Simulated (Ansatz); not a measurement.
Saddle point of CH₅BrZn, closed shell (CH₄Zn ([CH3][ZnH]) + HBr → CH₃BrZn ([CH3][Zn][Br]) + H₂; bonds formed: Zn1–Br5, H2–H4; bonds broken: Zn1–H2, H4–Br5), PBE0-D4/def2-TZVP structure:

```xyz
8
angstrom
Zn -0.2419 -0.4309 -0.3390
H -0.8845 -1.1895 -1.6457
C 0.4292 0.0322 1.4122
H -0.7028 -0.1790 -2.1768
Br -0.2787 1.3682 -2.4984
H -0.2496 0.7441 1.8860
H 1.4085 0.5031 1.3120
H 0.5196 -0.8482 2.0496
```

Energies are electronic, without zero-point energy. Barriers and step energies count from the start structure reached by relaxing down the imaginary mode; all methods use the PBE0-D4 structures, on which another method's saddle can fall below an end. Computed with Ansatz 0.2.0 (basis: def2-TZVPP, with def2-QZVPP for the basis limit); correlated methods freeze the cores. The 3s and 3p shells of Cu and Zn are frozen; filled d shells are correlated. The def2 sets are not built for correlating such inner shells, so the correlated values are less sure here. B3LYP uses VWN-RPA correlation. Extrapolation: Hartree–Fock as exp(−7.88 √X), correlation as X^−2.97.

| method | barrier (kcal/mol) | step energy (kcal/mol) |
| --- | --- | --- |
| SPW92 | -1.85 | -26.10 |
| PBE-D4 | 2.16 | -29.23 |
| BLYP-D4 | 4.99 | -29.48 |
| r2SCAN-D4 | 1.55 | -32.21 |
| B97M-V | 5.62 | -28.85 |
| PBE0-D4 | 3.61 | -31.13 |
| B3LYP-D4 | ? | -30.95 |
| r2SCAN0-D4 | 3.04 | -33.29 |
| BHLYP-D4 | 7.31 | -33.42 |
| CAM-B3LYP-D4 | 7.18 | -30.66 |
| wB97X-V | ? | -32.27 |
| wB97M-V | ? | -32.15 |
| B2PLYP | 6.94 | -31.76 |
| PBE-QIDH | 5.35 | -32.83 |
| RPA on PBE | 8.39 | -29.77 |
| HF | 13.34 | -36.83 |
| MP2 | 6.77 | -32.86 |
| CCSD | 8.93 | -31.74 |
| CCSD(T) | 7.57 | -31.44 |

Q: Fill in the withheld barriers. (An estimate is asked for; the value comes from the calculation.)

A: Computed: B3LYP-D4 5.81; wB97M-V 6.77; wB97X-V 7.13 kcal/mol. Each is the energy of the saddle less that of the start structure, by the same method.

For comparison, the barrier by CCSD(T) at an estimated basis limit (MP2 extrapolated from triple and quadruple zeta, plus CCSD(T) − MP2 in triple zeta) is 5.81 kcal/mol.

T1 diagnostic: at most 0.012.

Labels in which every atom is bracketed show which atoms are joined, not bond orders.

For scale, one of the runs: CCSD(T)/def2-TZVPP, 213 basis functions, launched by `ansatz run in.yaml --threads 8 --pin off --events-out ev --progress --plain --max-ram 19148MiB`. Time: 16 s of wall clock on 8 CPU threads of an Intel Xeon 6975P-C; the host was shared. Peak host memory: 3.2 GiB.
